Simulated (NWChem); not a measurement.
System: H2SeSO; SMILES O[Se]S

Input file for NWChem:

```
start job
memory heap 200 mb stack 900 mb global 1100 mb
geometry units angstroms noautosym nocenter noautoz
  Se     0.400491     0.474653    -0.000931
  O     -1.155451     1.384370    -0.065730
  H     -1.471357     1.464037     0.844711
  S     -0.220442    -1.620548     0.058438
  H     -0.371007    -1.824328    -1.273450
end
basis spherical
  * library def2-svpd
end
dft
  xc xpbe96 cpbe96
  iterations 150
end
property
  response 1 0.0
end
task dft property
```

Excerpt of the output:

```
             Northwest Computational Chemistry Package (NWChem) 7.3.0
             --------------------------------------------------------

                             Geometry "geometry" -> ""
                             -------------------------

 Output coordinates in angstroms (scale by  1.889725989 to convert to a.u.)

  No.       Tag          Charge          X              Y              Z
 ---- ---------------- ---------- -------------- -------------- --------------
    1 Se                  34.0000     0.40049100     0.47465300    -0.00093100
    2 O                    8.0000    -1.15545100     1.38437000    -0.06573000
    3 H                    1.0000    -1.47135700     1.46403700     0.84471100
    4 S                   16.0000    -0.22044200    -1.62054800     0.05843800
    5 H                    1.0000    -0.37100700    -1.82432800    -1.27345000

 Effective nuclear repulsion energy (a.u.)     261.8927262445

  pbe96 is a nonlocal functional; adding pw91lda local functional.
                              NWChem Property Module
                              ----------------------

                                 NWChem DFT Module
                                 -----------------

 Summary of "ao basis" -> "ao basis" (spherical)
 ------------------------------------------------------------------------------
       Tag                 Description            Shells   Functions and Types
 ---------------- ------------------------------  ------  ---------------------
 Se                        def2-svpd                15       41   6s5p4d
 O                         def2-svpd                 9       23   4s3p2d
 H                         def2-svpd                 4        8   2s2p
 S                         def2-svpd                11       27   5s4p2d

            General Information
            -------------------
          SCF calculation type: DFT
          Wavefunction type:  closed shell.
          No. of atoms     :     5
          No. of electrons :    60
           Alpha electrons :    30
            Beta electrons :    30
          Charge           :     0
          Spin multiplicity:     1
          Use of symmetry is: off; symmetry adaption is: off
          Maximum number of iterations: 150
          AO basis - number of functions:   107
                     number of shells:    43
          Convergence on energy requested:  1.00D-06
          Convergence on density requested:  1.00D-05
          Convergence on gradient requested:  5.00D-04

              XC Information
              --------------
          PerdewBurkeErnzerhof Exchange Functional  1.000
            Perdew 1991 LDA Correlation Functional  1.000 local
           PerdewBurkeErnz. Correlation Functional  1.000 non-local

             Grid Information
             ----------------
          Grid used for XC integration:  medium
          Radial quadrature: Mura-Knowles
          Angular quadrature: Lebedev.
          Tag              B.-S. Rad. Rad. Pts. Rad. Cut. Ang. Pts.
          ---              ---------- --------- --------- ---------
          Se                  1.15      112          12.0       590
          O                   0.60       49          12.0       434
          H                   0.35       45          12.0       434
          S                   1.00       88          12.0       590
          Grid pruning is: on
          Number of quadrature shells:   339
          Spatial weights used:  Erf1

      Superposition of Atomic Density Guess
      -------------------------------------

 Sum of atomic energies:       -2872.55839212

      Non-variational initial energy
      ------------------------------

 Total energy =   -2873.147752
 1-e energy   =   -4518.492593
 2-e energy   =    1383.452116
 HOMO         =      -0.240906
 LUMO         =      -0.030234

   convergence    iter        energy       DeltaE   RMS-Dens  Diis-err
 ---------------- ----- ----------------- --------- --------- ---------
 d= 0,ls=0.0,diis     1  -2875.0280149774 -3.14D+03  1.69D-02  6.72D-01
 d= 0,ls=0.0,diis     2  -2874.7846862123  2.43D-01  1.25D-02  2.77D+00
 d= 0,ls=0.0,diis     3  -2875.0657253650 -2.81D-01  4.47D-03  2.87D-01
 d= 0,ls=0.0,diis     4  -2875.0934464510 -2.77D-02  2.31D-03  2.87D-02
 d= 0,ls=0.0,diis     5  -2875.0965199189 -3.07D-03  1.02D-03  1.07D-02
  Resetting Diis
 d= 0,ls=0.0,diis     6  -2875.0980948747 -1.57D-03  2.11D-04  3.65D-04
 d= 0,ls=0.0,diis     7  -2875.0981568638 -6.20D-05  1.03D-04  2.28D-05
 d= 0,ls=0.0,diis     8  -2875.0981489665  7.90D-06  6.94D-05  7.99D-05
 d= 0,ls=0.0,diis     9  -2875.0981596604 -1.07D-05  1.41D-05  4.04D-06
 d= 0,ls=0.0,diis    10  -2875.0981600214 -3.61D-07  4.49D-06  2.71D-07

         Total DFT energy =    -2875.098160021395
      One electron energy =    -4518.518013474391
           Coulomb energy =     1503.032080700875
    Exchange-Corr. energy =     -121.504953492346
 Nuclear repulsion energy =      261.892726244467

 Numeric. integr. density =       60.000004641794

                       DFT Final Molecular Orbital Analysis
                       ------------------------------------

[...]

 DFT Linear Response polarizability / au
 Frequency  =       0.0000000 / au
              X              Y              Z
 -----------------------------------------------
 X      52.1490217      0.0800499     -0.2976334
 Y       0.0800575     76.3548974      2.3920513
 Z      -0.2976350      2.3920552     47.7790593
 -----------------------------------------------
 Eigenvalues =      52.1689365     76.5538741     47.5601678
 Isotropic   =      58.7609928
 Anisotropic =      26.9861162
 -----------------------------------------------

 Magnetic Dipole Response Matrix (nonzero elements):

 Exiting AOResponse driver routine
```

Level: PBE/def2-SVPD. Structure relaxed at the PBE0/def2-SVP level.
